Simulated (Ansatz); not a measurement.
Reaction (SMILES): [BH] (BH) (closed-shell singlet) → B atom + H atom
B3LYP-D3(BJ)/def2-TZVP geometries, fixed; electronic energies without zero-point terms.
Largest species:
```
B
H 1 1.2331
```

Basis-set convergence of the atomisation energy at r2SCAN with Ansatz (a quantum-chemistry and plane-wave program). All functions are spherical. Open shells are unrestricted. No added dispersion term, no relativity. Functions are those of the species that has most. Reference: the value in aug-cc-pV5Z, 79.47 kcal/mol, itself unsure by roughly 0.03 kcal/mol (its mean distance from pcseg-4, aug-pcseg-3, aug-cc-pVQZ). Deviations are taken from unrounded values.

| basis | functions |
|---|---|
| cc-pVDZ | 19 |
| aug-cc-pVDZ | 32 |
| cc-pVTZ | 44 |
| jun-cc-pV(T+d)Z | 53 |
| aug-cc-pVTZ | 69 |
| cc-pVQZ | 85 |
| aug-cc-pVQZ | 126 |
| cc-pV5Z | 146 |
| aug-cc-pV5Z | 207 |

Task: Which is the smallest correlation-consistent set listed that can be trusted to 1 kcal/mol here, that is, within that of the reference together with its larger relatives (same family, alike in diffuse functions; a set with none to test it counts only in the reference's own line)?

Result: The smallest set listed that lies within 1 kcal/mol of the reference with all its larger relatives (same family, alike in diffuse functions; a set with none counts only in the reference's own line) is cc-pVTZ (44 functions, -0.07 kcal/mol off). Value minus reference: cc-pVDZ -1.62, aug-cc-pVDZ -1.31, cc-pVTZ -0.07, jun-cc-pV(T+d)Z -0.01, aug-cc-pVTZ -0.01, cc-pVQZ -0.06, aug-cc-pVQZ -0.04, cc-pV5Z -0.02, aug-cc-pV5Z 0.00 kcal/mol.
